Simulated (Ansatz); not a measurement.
System: CH4B, net charge 0, doublet state. It need not be the lowest isomer of its formula. 
Coordinates optimised at B3LYP-D3(BJ)/def2-TZVP (Ansatz, a program for electronic structure):
```
B
H 1 1.1929
H 1 1.1929 2 119.39
C 1 1.5225 2 120.31 3 180.00
H 4 1.0861 1 123.13 2 167.05
H 4 1.0861 5 113.75 1 180.00
```
Charge 0, spin multiplicity 2.

Atomisation energy built up term by term with Ansatz (kcal/mol; UHF references for open shells; valence terms freeze the core; atomic spin-orbit terms are left out). Basis-set limits of correlation are two-point, X^-3; Hartree-Fock from the larger set.

```json
[
 {"term": "Hartree-Fock", "basis": "def2-QZVPPD", "kcal/mol": "392.76"},
 {"term": "CCSD correlation", "basis": "CBS(def2-TZVPPD,def2-QZVPPD)", "kcal/mol": "89.00"},
 {"term": "(T)", "basis": "CBS(def2-TZVPPD,def2-QZVPPD)", "kcal/mol": "3.72"},
 {"term": "CCSDT - CCSD(T)", "basis": "cc-pVDZ", "kcal/mol": "0.07"},
 {"term": "core correlation", "basis": "cc-pwCVTZ", "kcal/mol": "2.09"},
 {"term": "scalar relativity (X2C)", "basis": "cc-pVTZ-DK against cc-pVTZ", "kcal/mol": "-0.23"},
 {"term": "sum: De", "basis": "", "kcal/mol": "487.4"}
]
```

(T) makes 0.8 % of the CCSD(T) atomisation energy; under 5 % is typical of single-reference molecules.
